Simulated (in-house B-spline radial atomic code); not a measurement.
A fraction x of an electron is removed from 4d in Ag⁴⁺, starting from [Kr] 4d7 and keeping the highest spin. Computed with a radial B-spline atomic code at the basis-set limit: non-relativistic TPSSh, spin-polarised, spherical fractional occupations, point nucleus.

Caution: exact exchange at fractional occupations of open shells leaves self-interaction of up to several eV.

```tsv
x	E(x) - E(0) (eV)	4d down level (eV)
0	0.0000	-58.761
0.11	6.5594	-60.504
0.2	12.0693	-61.938
0.33	20.2565	-64.022
0.47	29.3777	-66.284
0.5	31.3735	-66.771
0.59	37.4487	-68.236
0.72	46.4576	-70.364
0.87	57.1975	-72.838
0.91	60.1243	-73.501
1	66.8066	-74.997
```

The exact functional would give a straight line between the two integer points. Deviations E(x) - E(0) - x[E(1) - E(0)], in eV: -0.789 at x = 0.11, -1.292 at x = 0.2, -1.79 at x = 0.33, -2.021 at x = 0.47, -2.03 at x = 0.5, -1.967 at x = 0.59, -1.643 at x = 0.72, -0.924 at x = 0.87, -0.67 at x = 0.91.

The curve lies below the straight line by up to 2.03 eV (at x = 0.5): convex, the delocalisation error, to which spherically averaged exact exchange adds.

**Question.** How well does Slater's transition state (minus the level at half occupation) give the ionisation energy?

**Answer.** It gives 66.771 eV against 66.807 eV from the two total energies; NIST lists 65.00 eV, ground level to ground level. The end point has an open shell averaged over its orbitals, so its exact exchange keeps a self-interaction and this is no true integer point.
